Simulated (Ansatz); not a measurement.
CH4OSn can be A, `[CH3][Sn][OH]`, or B, `[CH2]1[O][SnH2]1`.

Isolated molecules relaxed with PBE0-D4/def2-TZVP in Ansatz; ΔE leaves out vibrations. CCSD(T)/CBS is the MP2 limit (def2-TZVPP, def2-QZVPP) plus CCSD(T) − MP2 in def2-TZVPP, frozen cores. DFT in def2-TZVPP. B3LYP here is the variant with VWN-RPA as its local correlation; programs differ in this. Elements past krypton have def2 core potentials. For Sn outer-core shells are correlated without core-valence functions, which leaves a few kJ/mol of doubt a bond. One conformer a species, not always the lowest.

**Question.** Which isomer does CCSD(T)/CBS put lower? Give the gap. (An estimate is asked.)

**Answer.** Computed: A, by 60.2 kcal/mol.

**Question.** Give E(B) − E(A) in kcal/mol with PBE0-D4, B2PLYP, HF/def2-TZVPP, CCSD/def2-TZVPP, B3LYP-D4, r2SCAN-D4, LDA (SPW92). (Estimate.)

**Answer.** Ansatz gave: PBE0-D4 57.4, B2PLYP 59.6, HF/def2-TZVPP 66.6, CCSD/def2-TZVPP 61.3, B3LYP-D4 59.4, r2SCAN-D4 54.7, LDA (SPW92) 51.1. None reverses the order clearly.

**Question.** Does the order hold for the free energy at 298.15 K (harmonic terms from PBE0-D4)? (Best estimate.)

**Answer.** Ansatz gave: Yes: G(B) − G(A) = +56.8 kcal/mol, for one conformer each.

Largest T1 diagnostic: 0.019.

Leaving LDA and LC-ωPBE aside and taking each functional with its dispersion term where it has one, the values, not all of them listed here, spread over 9.5 kcal/mol, from B97M-V to BHLYP-D4. LDA lies −3.0 kcal/mol from PBE without D4. From r2SCAN to r2SCAN0 (25 % exact exchange), in def2-TZVPP and without D4, E(B) − E(A) moves by +3.2 kcal/mol.
